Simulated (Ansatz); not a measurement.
`F[Si](F)(F)[SiH3]` + `[CH3]`• → `F[Si](F)(F)[SiH2]`• + CH₄  (hydrogen abstraction from the Si–H bond)

Gas-phase electronic energies from Ansatz, PBE0-D4/def2-TZVP geometries. CCSD(T)/CBS adds triple-zeta CCSD(T) − MP2 to the extrapolated MP2 energy (def2 sets, frozen cores). This one scheme is used for every species. DFT in def2-TZVPP. No spin–orbit coupling; open shells (•) take unrestricted orbitals.

```tsv
level	ΔE (kJ/mol)
PBE-D4	-91.5
ωB97M-V	-77.9
```

**Question.** What does CCSD(T)/CBS give? (An estimate is asked.)

**Answer.** The calculation gave: -77.1 kJ/mol. The listed levels differ from it by -14.4, -0.8 kJ/mol.

**Question.** What do rigid-rotor, harmonic-oscillator terms from PBE0-D4/def2-TZVP frequencies (298.15 K, 1 bar) make of the CCSD(T)/CBS value? (Estimate.)

**Answer.** The calculation gave: ΔZPE = +14.8 kJ/mol, ΔH = -63.1 kJ/mol, ΔS = 3 J/(mol·K), ΔG = -64.0 kJ/mol. Open shells count their whole term as degenerate.

Largest T1 diagnostic among the species: 0.014.

In def2-TZVPP, CCSD(T) changes the Hartree–Fock value by −29.2 kJ/mol (the triples alone add −3.3 kJ/mol) and MP2 by −36.0 kJ/mol. From PBE to PBE0 (25 % exact exchange), in def2-TZVPP and without D4, ΔE moves by +6.1 kJ/mol.
